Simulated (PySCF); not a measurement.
Compound: CH7FGe2O.
Atom-mapped SMILES: `[CH3:1][O:2][Ge@@H:3]([F:4])[GeH3:5]` (hydrogens: H6, H7, H8 on C1; H9 on Ge3; H10, H11, H12 on Ge5)

A GFN2-xTB structure with every atom displaced at random (by about 0.01 Å) was refined with PBE0-D3(BJ)/def2-SVP geometry optimisation, gas phase in PySCF. Values at the start:

```csv
coordinate,start
C1–O2,1.381 Å
C1–H6,1.103 Å
O2–Ge3,1.740 Å
Ge3–F4,1.776 Å
Ge3–Ge5,2.419 Å
Ge3–H9,1.507 Å
Ge5–H10,1.522 Å
Ge5–H11,1.490 Å
C1–O2–Ge3,126.0°
O2–Ge3–F4,107.4°
O2–Ge3–Ge5,113.9°
F4–Ge3–Ge5,105.3°
C1–O2–Ge3–F4,-79°
```

Q: How do these coordinates change at the PBE0-D3(BJ)/def2-SVP level?

A: 
```csv
coordinate,PBE0-D3(BJ)/def2-SVP (Å or °),change
Ge5–H11,1.537,+0.047
O2–Ge3,1.768,+0.028
Ge3–H9,1.534,+0.027
Ge3–F4,1.751,-0.025
C1–O2,1.403,+0.022
Ge5–H10,1.538,+0.016
Ge3–Ge5,2.426,+0.007
C1–H6,1.108,+0.005
C1–O2–Ge3,121.0,-5.0
O2–Ge3–Ge5,111.9,-2.0
O2–Ge3–F4,106.3,-1.1
F4–Ge3–Ge5,105.6,+0.3
C1–O2–Ge3–F4,-67,+12
```

The energy falls by 0.164 eV over 13 energy and gradient evaluations, the largest force component goes from 0.0235 to 3.8e-04 Eh/bohr, and the atoms move by 0.329 Å rms after alignment. The bond that changes most is Ge5–H11 (ends: germanium bonded to Ge and 3 H; Ge–H hydrogen), which lengthens by 0.047 Å. Bonds longer at the end by more than 0.005 Å: 8 of 11; shorter: 1. Among the dihedrals that turn most is H6–C1–O2–Ge3, from -40° to -64°. Rotational constants go from 2759, 1242, 994.8 to 2804, 1232, 1013 MHz.

The run used 141 basis functions and 84 SCF cycles in all.

PBE0-D3(BJ)/def2-SVP frequencies: not computed here. The numbers are those of one conformer.
